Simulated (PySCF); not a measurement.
**How methods differ on the ionisation energy of Kr³²⁺**

Kr³²⁺ [He] 2s2 (1S) → Kr³³⁺ [He] 2s1 (2S), as a difference of total energies. Calculation: PySCF 2.14, in an even-tempered Gaussian basis (19 s from 11 bohr⁻², ratio 2.2; 8 p from 17 bohr⁻², ratio 2.4; 5 d from 52 bohr⁻², ratio 2.4; 5 f from 78 bohr⁻², ratio 2.4; 4 g from 120 bohr⁻², ratio 2.4); the spin-free X2C one-electron Hamiltonian (Gaussian nucleus). Correlated levels: nothing frozen; virtual orbitals above 40 to 60 times the deepest correlated orbital energy dropped. The calculations carry no spin-orbit coupling.

| method | ionisation energy (eV) |
| --- | --- |
| UHF | 3965.8 |
| LDA | 3963.8 |
| PBE | 3970.0 |
| PBE0 | 3969.3 |
| B2PLYP | 3969.7 |
| MP2 (all electrons) | 3971.3 |
| SCS-MP2 (all electrons) | 3972.3 |

Question: Estimate what r2SCAN gives.

Answer: 3965.1 eV, closest to UHF among the rows shown.

Question: Estimate what B3LYP gives.

Answer: 3968.9 eV, closest to PBE0 among the rows shown.

For this ion Breit and QED terms and the two-electron picture change, all absent here, outweigh the differences among the correlated methods.

For comparison: 3971 ± 4 eV (semi-empirical (NIST evaluation); NIST Atomic Spectra Database, ionization energies).
